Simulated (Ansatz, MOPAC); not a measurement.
System: SbF2, charge 0, multiplicity 2. SMILES: [F][Sb][F]

Atoms: Sb1, F2, F3. Bonds: Sb1-F2, Sb1-F3.

Bond lengths (Å) and angles (degrees) optimised at PM7 with MOPAC; HF/6-31G* with LANL2DZ past Ar with Ansatz (a program for electronic structure); B3LYP/LANL2DZ with Ansatz, each started from the B3LYP-D3(BJ)/def2-TZVP structure (Ansatz) of the last column. A row stands for all coordinates that are equal there. 6-31G* holds six Cartesian d functions. No wavenumbers were computed at B3LYP/LANL2DZ, so these may be saddle points.

```csv
coordinate,PM7,HF/6-31G* with LANL2DZ past Ar,B3LYP/LANL2DZ,B3LYP-D3(BJ)/def2-TZVP
Sb1-F2,1.938,1.849,1.954,1.921
F2-Sb1-F3,98.5,94.4,95.8,95.3
```

Mean signed difference of all 2 bond lengths from B3LYP-D3(BJ)/def2-TZVP: PM7 0.017 Å, HF/6-31G* with LANL2DZ past Ar -0.071 Å, B3LYP/LANL2DZ 0.033 Å.
